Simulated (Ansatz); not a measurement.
Reaction (hydrogenolysis of a Ge–C bond): `[CH3][GeH]([CH3])[C]#N` + H₂ → `[CH3][GeH2][CH3]` + `C#N`

Isolated molecules relaxed with PBE0-D4/def2-TZVP in Ansatz; ΔE leaves out vibrations. CCSD(T)/CBS is the MP2 limit (def2-TZVPP, def2-QZVPP) plus CCSD(T) − MP2 in def2-TZVPP, frozen cores. This one scheme is used for every species. Functionals use def2-TZVPP. For Ge outer-core shells are correlated without core-valence functions, which leaves a few kJ/mol of doubt a bond. Scalar relativity is left out up to krypton.

`[CH3][GeH]([CH3])[C]#N`:

```xyz
12

C    -1.690    0.356    0.192
Ge    0.239    0.306    0.421
C     1.033   -1.396   -0.080
C     0.979    1.643   -0.775
N     1.407    2.424   -1.505
H    -2.075    1.349    0.429
H    -2.161   -0.371    0.855
H    -1.950    0.114   -0.839
H     0.665    0.749    1.830
H     0.775   -1.638   -1.111
H     0.658   -2.186    0.573
H     2.118   -1.350    0.010
```

H₂:

Cartesian coordinates in Å:
```
H -0.201 0.311 0.044
H 0.201 -0.311 -0.044
```

`[CH3][GeH2][CH3]`:

Cartesian coordinates in Å:
```
C -1.068 0.765 0.989
Ge -0.080 0.386 -0.655
C 1.141 -1.118 -0.391
H -1.750 1.603 0.846
H -0.377 1.016 1.796
H -1.650 -0.107 1.291
H 0.721 1.635 -1.077
H -1.073 0.053 -1.789
H 1.857 -0.889 0.401
H 0.584 -2.012 -0.106
H 1.694 -1.332 -1.306
```

`C#N`:

```xyz
3

C     0.016    0.020    0.000
N    -0.722   -0.856    0.014
H     0.705    0.837   -0.013
```

CCSD(T)/CBS gives +4.9 kcal/mol.

Question: Another level gave +4.8 kcal/mol. Which?
A. MP2/def2-TZVPP
B. HF/def2-TZVPP
C. ωB97M-V/def2-TZVPP
D. revPBE/def2-TZVPP

Answer: C. ωB97M-V 4.8, revPBE 3.6, HF/def2-TZVPP 1.9, MP2/def2-TZVPP 7.1 kcal/mol.

Question: What do rigid-rotor, harmonic-oscillator terms from PBE0-D4/def2-TZVP frequencies (298.15 K, 1 bar) make of the CCSD(T)/CBS value? (Estimate.)

Answer: Ansatz gave: ΔZPE = +3.4 kcal/mol, ΔH = +7.1 kcal/mol, ΔS = 18 J/(mol·K), ΔG = +5.8 kcal/mol.

Largest T1 diagnostic among the species: 0.014.

The D4 term adds +1.7 kcal/mol with B3LYP and +1.0 kcal/mol with PBE0; it sums over pairs of atoms, weighted by their polarisabilities, and B3LYP, whose exchange is more repulsive, gets the larger term. In def2-TZVPP, CCSD(T) changes the Hartree–Fock value by +3.5 kcal/mol (the triples alone add +1.0 kcal/mol) and MP2 by +5.2 kcal/mol.

B3LYP here is the variant with VWN-RPA as its local correlation; programs differ in this.
